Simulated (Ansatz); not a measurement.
heptane (C7H16), singlet, geometry from GFN2-xTB. Base run: B3LYP/STO-3G (Ansatz, a first-principles code).

Ansatz was given this input:
Ansatz 0.2 input:
```yaml
crystal:
  periodic: [false, false, false]
  atoms:
    - {symbol: C, position_ang: [-3.79657911, 0.31018279, -0.09302422]}
    - {symbol: C, position_ang: [-2.52859005, -0.44769433, 0.28079844]}
    - {symbol: C, position_ang: [-1.26986507, 0.30805409, -0.13814249]}
    - {symbol: C, position_ang: [0.00516824, -0.44508087, 0.23306704]}
    - {symbol: C, position_ang: [1.26266402, 0.31208889, -0.18659599]}
    - {symbol: C, position_ang: [2.53889349, -0.43962086, 0.18384503]}
    - {symbol: C, position_ang: [3.78923514, 0.32226845, -0.23815949]}
    - {symbol: H, position_ang: [-4.68021131, -0.24471499, 0.21383501]}
    - {symbol: H, position_ang: [-3.84498247, 0.46515586, -1.16877900]}
    - {symbol: H, position_ang: [-3.81640519, 1.28331727, 0.39300469]}
    - {symbol: H, position_ang: [-2.50827188, -0.61047697, 1.36091689]}
    - {symbol: H, position_ang: [-2.53684222, -1.42843999, -0.20048809]}
    - {symbol: H, position_ang: [-1.29096536, 0.47120627, -1.21843580]}
    - {symbol: H, position_ang: [-1.26239514, 1.28916566, 0.34296226]}
    - {symbol: H, position_ang: [-0.00246657, -1.42645242, -0.24770391]}
    - {symbol: H, position_ang: [0.02609806, -0.60865296, 1.31338885]}
    - {symbol: H, position_ang: [1.27047720, 1.29320102, 0.29450218]}
    - {symbol: H, position_ang: [1.24190698, 0.47524162, -1.26689588]}
    - {symbol: H, position_ang: [2.53185385, -1.42036458, -0.29746470]}
    - {symbol: H, position_ang: [2.56042419, -0.60240157, 1.26394028]}
    - {symbol: H, position_ang: [3.79596070, 0.47732934, -1.31496902]}
    - {symbol: H, position_ang: [4.68572127, -0.22979326, 0.03464170]}
    - {symbol: H, position_ang: [3.82453797, 1.29549075, 0.24681466]}
basis:
  gaussian:
    orbitals: STO-3G
hamiltonian:
  xc: b3lyp
```

The bond that is stretched is that between atoms 20 and 6. A test that says stable can miss a lower solution.

Each row names what was changed in the base input (with any setting that the change needs).

| change | ΔE vs base (mEh) | <S^2> | stability test says |
|---|---|---|---|
| base | 0.000 | 0.000 | minimum (restricted orbitals) |
| spin_polarized = on; lower_state_search = off | 0.000 | 0.000 | undecided (no full test) |
| spin_polarized = on; lower_state_search = standard | 0.000 | 0.000 | minimum |
| bond × 1.25 | 32.474 | 0.000 | minimum (restricted orbitals) |
| spin_polarized = on; lower_state_search = off; bond × 1.25 | 32.474 | 0.000 | undecided (no full test) |
| spin_polarized = on; lower_state_search = standard; bond × 1.25 | 32.474 | 0.000 | minimum |
| bond × 1.5 | 93.413 | 0.000 | minimum (restricted orbitals) |
| spin_polarized = on; lower_state_search = off; bond × 1.5 | 93.413 | 0.000 | undecided (no full test) |
| spin_polarized = on; lower_state_search = standard; bond × 1.5 | 93.413 | 0.000 | minimum |
| bond × 1.8 | 164.6 | 0.000 | minimum (restricted orbitals) |
| spin_polarized = on; lower_state_search = off; bond × 1.8 | 164.6 | 0.000 | undecided (no full test) |
| spin_polarized = on; lower_state_search = standard; bond × 1.8 | 163.6 | 0.172 | minimum |
| bond × 2.2 | 236.7 | 0.000 | minimum (restricted orbitals) |
| spin_polarized = on; lower_state_search = off; bond × 2.2 | 236.7 | 0.000 | undecided (no full test) |
| spin_polarized = on; lower_state_search = standard; bond × 2.2 | 205.9 | 0.797 | minimum |
| bond × 3.0 | 307.4 | 0.000 | minimum (restricted orbitals) |
| spin_polarized = on; lower_state_search = off; bond × 3.0 | 307.4 | 0.000 | undecided (no full test) |
| spin_polarized = on; lower_state_search = standard; bond × 3.0 | 219.0 | 0.996 | minimum |

Where a bond breaks into two radicals, a solution with restricted orbitals usually stops being the lowest and lies too high; an unrestricted one lies lower at the price of spin contamination, which <S^2> shows.
